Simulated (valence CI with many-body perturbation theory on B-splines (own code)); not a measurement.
## Sn³⁶⁺ in three bases

Calculated by configuration interaction combined with many-body perturbation theory (CI+MBPT): four valence electrons over a frozen Dirac-Fock core [Ne], radial functions for each j: 9 s, 9 p, 8 d, 6 f, 3 g, 1 h, with the one-electron correlation potential Σ1 (screened to all orders), the two-electron term Σ2, the three-electron term Σ3, Breit, model QED; selected single and double excitations, second order for the rest, scaled by the run's own slope (own B-spline code, finite nucleus).

No measured spectrum was set against this ion. As an estimate, large intervals hold to a few tenths of a per cent, small ones and those within an open d or f shell to about a per cent.

The reference run has the lowest level (3s^2 3p1/2^2) J=0 and an ionisation energy of 2440.80 eV. Its largest variational space holds 20208 state functions.

Levels are named by their leading jj configuration (3d3/2^4 stands for four electrons in 3d with j = 3/2), which in mixed levels can hold well under half, so a name can repeat and another be missing. Letters in brackets count levels of one name in rising energy.

Changed runs:
A. basis 6 s, 6 p, 5 d, 3 f, 1 g
B. basis 5 s, 5 p, 4 d, 2 f

Excitation energies of the reference run in cm⁻¹, and shifts in cm⁻¹:

```csv
Level,Reference,A,B
(3s^2 3p1/2 3p3/2) J=1,403563,-80,-231
(3s^2 3p1/2 3p3/2) J=2,449962,+20,+115
(3s^2 3p3/2^2) J=2,887131,-27,-25
(3s^2 3p3/2^2) J=0,989956,+92,+314
(3s 3p1/2^2 3p3/2) J=2,1129250,-139,-407
(3s 3p1/2^2 3p3/2) J=1,1275410,+12,+61
(3s^2 3p1/2 3d3/2) J=2,1471000,+161,+351
(3s 3p1/2 3p3/2^2) J=2 [a],1484730,-160,-516
(3s 3p1/2 3p3/2^2) J=3,1560920,-27,-100
(3s^2 3p1/2 3d3/2) J=1,1655470,+270,+867
(3s 3p1/2 3p3/2^2) J=0,1677640,-5.4,+49
(3s^2 3p1/2 3d5/2) J=2,1696370,+168,+503
Ionisation energy (eV),2440.80,-0.03,-0.09
```
